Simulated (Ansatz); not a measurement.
The cluster Au5Cl4⁺, relaxed as a singlet with RKS PBE0-D4/def2-SVP in Ansatz, starting from the GFN2-xTB geometry. Force threshold 0.02 eV/Å.

In the def2 sets Au takes a core potential; there is no spin–orbit coupling. The relaxation made no stability test and no search for a lower SCF solution. No other spin state of charge 1 was run. The structure comes from a short search, and lower isomers may exist.

Start:

```xyz
9

Au   -0.478   -0.437    0.923
Au    2.241   -0.907    0.578
Au   -0.469   -2.037   -1.350
Au   -2.146    1.001   -0.771
Au    0.571    2.128    1.154
Cl   -1.486    2.888    0.403
Cl    2.595    1.116    1.655
Cl   -2.454   -0.988   -1.923
Cl    1.626   -2.763   -0.669
```

```json
{"step": "1", "energy (eV)": "-68525.9735", "largest force component (eV/Å)": "0.681", "SCF passes": "19"}
{"step": "2", "energy (eV)": "-68526.0909", "largest force component (eV/Å)": "0.265", "SCF passes": "24"}
{"step": "3", "energy (eV)": "-68526.1103", "largest force component (eV/Å)": "0.015", "SCF passes": "25"}
```

Force components are those of the run's own axes.

End:

```xyz
9

Au   -0.503   -0.463    0.980
Au    2.199   -0.878    0.547
Au   -0.451   -1.981   -1.333
Au   -2.084    0.984   -0.771
Au    0.566    2.087    1.109
Cl   -1.518    2.941    0.414
Cl    2.641    1.134    1.691
Cl   -2.504   -1.008   -1.958
Cl    1.653   -2.816   -0.678
```

By distances, no bond broke or formed. The bond that changes most is Au3–Cl8, from 2.32 to 2.36 Å (atoms count from 1). The end is the same structure that another start reached, the lowest one found.

No frequencies were taken in this run, so the end may be a saddle point.

It took 38 s on 4 threads of Arm Neoverse V1 on a shared host, peak host memory 1.1 GiB.
